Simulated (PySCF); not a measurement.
How methods differ on the ionisation energy of Ba³⁰⁺

Ba³⁰⁺ [Ar] 3d8 [3d3/2^4 3d5/2^4, M_J = 4] → Ba³¹⁺ [Ar] 3d7 [3d3/2^4 3d5/2^3, M_J = 9/2], as a difference of total energies. Computed with PySCF 2.14 in an uncontracted even-tempered set (16 s from 4.9 bohr⁻², ratio 2.8; 12 p from 6.4 bohr⁻², ratio 2.8; 8 d from 6.4 bohr⁻², ratio 2.8; 3 f from 25 bohr⁻², ratio 3), with the two-component X2C-1e Hamiltonian. Correlated levels: [Ne] frozen; the 74 highest virtual spinors dropped. "Screened" scales the spin-orbit matrix elements by Boettger's factors to mimic the two-electron term; Breit and QED terms are absent.

```csv
method,ionisation energy (eV)
GHF (spin-free),1869.7
GMP2 (spin-free),1870.9
GHF (screened spin-orbit),1864.8
GMP2 (screened spin-orbit),1866.0
```

Breit and QED terms and the two-electron picture change are absent.

The spin-free rows relax to the high-spin LS determinant and lack the spin-orbit shift.

The labels give the starting determinants; with spin-orbit coupling the two ends relaxed to ⟨J²⟩ = 20.00, ⟨L²⟩ = 12.58, ⟨S²⟩ = 1.88 and ⟨J²⟩ = 24.75, ⟨L²⟩ = 14.40, ⟨S²⟩ = 2.95.

For comparison: 1864 ± 4 eV (theoretical estimate listed by NIST; NIST Atomic Spectra Database, ionization energies).
